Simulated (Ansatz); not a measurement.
Gas-phase electronic energies from Ansatz, PBE0-D4/def2-TZVP geometries. CBS: MP2 limit from def2 TZ/QZ plus the TZ coupled-cluster correction, frozen cores. This one scheme is used for every species. DFT in def2-TZVPP. HSE06 is defined as in plane-wave codes.

Reaction (hydrogenolysis of a C–C bond): `N#CC1C=CCCC1` + H₂ → `C1=CCCCC1` + `C#N`

| level | ΔE (eV) |
| --- | --- |
| BHLYP-D4 | -0.26 |
| HSE06 | -0.26 |

**Question.** What does CCSD(T)/CBS give? (An estimate is asked.)

**Answer.** The calculation gave: -0.25 eV. The listed levels differ from it by -0.01, -0.01 eV.

Largest T1 diagnostic among the species: 0.014.

The D4 term adds +0.11 eV with B3LYP and +0.06 eV with PBE0; it sums over pairs of atoms, weighted by their polarisabilities, and B3LYP, whose exchange is more repulsive, gets the larger term. Leaving LDA and LC-ωPBE aside and taking each functional with its dispersion term where it has one, the values, not all of them listed here, spread over 0.14 eV, from B2PLYP to revPBE-D4. LDA lies +0.12 eV from PBE without D4.

B3LYP here is the variant with VWN-RPA as its local correlation; programs differ in this.
